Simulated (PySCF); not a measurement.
Cl₂GeH₄OSi.

```xyz
9

Si     1.0565     0.1168    -0.7555
Cl     0.8552     2.1368    -0.3361
Cl     2.1939    -0.7251     0.7545
O     -0.4156    -0.5815    -0.8061
Ge    -1.8286    -0.5970     0.3185
H      1.7487    -0.0532    -2.0436
H     -2.8518     0.4039    -0.2409
H     -2.3529    -2.0398     0.2879
H     -1.3308    -0.1900     1.7165
```
Charge 0, spin multiplicity 1.

Geometry: B3LYP-D3(BJ)/def2-SVP. The structure was generated by enumeration, and PubChem lists no compound with its InChIKey, so it may never have been made. One conformer was computed; it need not be the lowest.

Computed with PySCF with PBE/pcSseg-1. Non-relativistic, no solvent.

Computed absolute GIAO shielding of each atom: isotropic value and principal components (ppm):
```json
[
 {"atom": "Si1", "σ(iso)": "345.8", "σ11": "324.1", "σ22": "336.8", "σ33": "376.5", "span": "52.4"},
 {"atom": "Cl2", "σ(iso)": "784.9", "σ11": "644.0", "σ22": "732.8", "σ33": "977.9", "span": "333.9"},
 {"atom": "Cl3", "σ(iso)": "786.2", "σ11": "636.9", "σ22": "743.0", "σ33": "978.7", "span": "341.8"},
 {"atom": "O4", "σ(iso)": "246.9", "σ11": "164.6", "σ22": "280.7", "σ33": "295.4", "span": "130.7"},
 {"atom": "Ge5", "σ(iso)": "1351.9", "σ11": "1219.1", "σ22": "1275.5", "σ33": "1561.0", "span": "342.0"},
 {"atom": "H6", "σ(iso)": "25.3", "σ11": "21.6", "σ22": "22.3", "σ33": "32.0", "span": "10.4"},
 {"atom": "H7", "σ(iso)": "25.8", "σ11": "19.2", "σ22": "22.0", "σ33": "36.2", "span": "17.0"},
 {"atom": "H8", "σ(iso)": "25.9", "σ11": "19.3", "σ22": "21.6", "σ33": "36.7", "span": "17.4"},
 {"atom": "H9", "σ(iso)": "25.5", "σ11": "18.6", "σ22": "23.7", "σ33": "34.2", "span": "15.6"}
]
```
